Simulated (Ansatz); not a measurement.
The same path of H2S + H4O2Sn (10 atoms, charge 0, multiplicity 1) was run twice with different band settings. Lost on the way: Sn1–O2, S8–H10. Made: Sn1–S8, O2–H10.

These are results of RKS PBE0/def2-SVP in Ansatz 0.2.0, not measurements.

Relaxed end points:

```xyz
10
Properties=species:S:1:pos:R:3
Sn -0.090 0.015 0.065
O -0.006 -0.046 2.058
H -0.771 0.369 2.473
H 1.483 0.088 -0.554
H -1.175 1.289 -0.333
O -0.939 -1.680 -0.557
H -1.900 -1.618 -0.598
S 1.465 -2.933 1.360
H 0.334 -3.014 0.618
H 0.891 -2.039 2.202
```

```xyz
10
Properties=species:S:1:pos:R:3
Sn 0.417 -0.417 -0.518
O -1.266 -1.118 2.349
H -1.229 -0.353 2.933
H 0.961 -0.755 -2.100
H 0.541 1.215 -0.013
O -1.425 -1.111 -0.444
H -1.690 -1.122 0.496
S 1.777 -1.621 1.131
H 1.563 -2.828 0.560
H -0.356 -1.461 2.339
```

Common settings: movable images 9; climbing image yes; spring 5.0 eV/Å²; optimiser quadratic models (default); start path through a guess of the saddle point; end points relaxed.

| run | force threshold | iteration limit |
| --- | --- | --- |
| 1 | 0.03 eV/Å | 57 |
| 2 | 0.5 eV/Å | 46 |

(1) What does each run give, and how far can it be trusted?

## Answers

(1) Run 1: converged after 51 iterations, highest image 0.373 eV above the first end. The profile has 2 maxima (images 4, 7) with wells between them (image 6): this band takes more than one step, which may be the mechanism or a detour left from its start path. A vibrational analysis at the climbing image gives one clearly imaginary mode, 878i cm⁻¹: a first-order saddle point.
Run 2: converged after 9 iterations, highest image 0.587 eV above the first end. The threshold of 0.5 eV/Å is loose, so the images may lie well off the minimum-energy path. The order of the stationary point at the top wasn't checked. Another band between the same ends, with other settings, climbed to 0.373 eV only, so this may not be the lowest route.
The orbitals stay closed-shell, which can raise the energy where a bond breaks towards radicals; this wasn't checked here.
